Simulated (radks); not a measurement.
Q: These are the eigenvalues of the occupied orbitals of an atom or ion with whole-number occupations (Ry). Calculated with a radial shooting solver on a logarithmic mesh with Libxc functionals: scalar-relativistic Kohn-Sham, r2SCAN, spin-polarised, spherical densities, finite nucleus; meta-GGA in the generalised Kohn-Sham scheme; Fermi nuclear charge, rms radius of each element as measured or else 0.836 A^(1/3) + 0.57 fm.

orbital  eigenvalue
1s down   -5435.232
1s up     -5435.232
2s up     -949.0710
2s down   -949.0460
2p up     -826.3763
2p down   -826.3569
3s up     -222.0596
3s down   -222.0567
3p up     -185.8669
3p down   -185.8621
3d up     -145.3395
3d down   -145.3249
4s up     -47.76221
4s down   -47.74103
4p up     -35.83787
4p down   -35.81914
4d up     -20.95306
4d down   -20.93041
5s up      -7.52064
5s down    -7.36119
5p up      -4.51220
4f up      -4.45121
4f down    -4.41312
5p down    -4.29902
5d up      -1.15048
6s up      -1.05704
5d down    -0.86334

Which element is it, and in what charge state? The configuration may be excited. Open shells, if any, are filled with parallel spins first.

A: Z = 76, osmium, charge +1: Os+ in [Xe] 4f14 5d6 6s1. The list shows which subshells hold electrons but not how many an open one holds; the 1s level, -2717.6 hartree, gives Z - s = 73.7 by -(Z - s)^2/2, which with screening and relativity narrows Z to a few neighbours, and the depths of the outer levels then fix element, charge and occupations together.
